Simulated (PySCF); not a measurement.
# [Nd(PH3)]2+ at several levels of theory

Computed with PySCF 2.14.0 (density fitting, no spin-orbit coupling) at the geometry relaxed with PBE0:

```xyz
5
[Nd(PH3)]2+ (singlet in the valence; each metal's 4f electrons, 4 of them, lie in its core potential, out of spins and levels)
Nd    0.0000    0.0000   -0.6172
P     0.0000    0.0000    2.5821
H     1.2646    0.0000    3.2245
H    -0.6323    1.0952    3.2245
H    -0.6323   -1.0952    3.2245
```

```csv
level,basis,state,HOMO (eV),gap (eV),charge on Nd1 (e),population of f-type functions on Nd1 (polarisation alone where 4f lies in the core),dipole about the centre of mass (D),largest force component (eV/Å)
PBE0,"Nd lcecp-0-SVP with ECP50, P def2-SVP, H def2-SVP",singlet,–,–,1.66,0.00,0.52,0.01
TPSSh,the same,singlet,–,–,1.67,0.00,0.53,0.16
PBE0,"Nd lcecp-0-TZVP with ECP50, P def2-TZVP, H def2-TZVP",singlet,–,–,1.73,0.00,0.41,0.17
```

In the lcecp rows the 4f levels are missing from HOMO and gap, and the state counts the valence alone.

Charges are Mulliken's, which hang on the basis. The relaxation used the grid (50, 194), these runs (75, 302) or, all-electron (x2c bases, spin-free X2C Hamiltonian), (99, 590).

What does r2SCAN with Nd lcecp-0-SVP with ECP50, P def2-SVP, H def2-SVP give here?

state singlet, charge on Nd1 (e) 1.68, population of f-type functions on Nd1 (polarisation alone where 4f lies in the core) 0.00, dipole about the centre of mass (D) 0.56, largest force component (eV/Å) 0.06. Time: 2.3 s on 2 threads of Arm Neoverse V2 (shared host), from an already converged density.

An lcecp potential fixes the number of 4f electrons, so in runs with it no electron can move into or out of that shell; real Nd(II) is rare or takes another configuration.
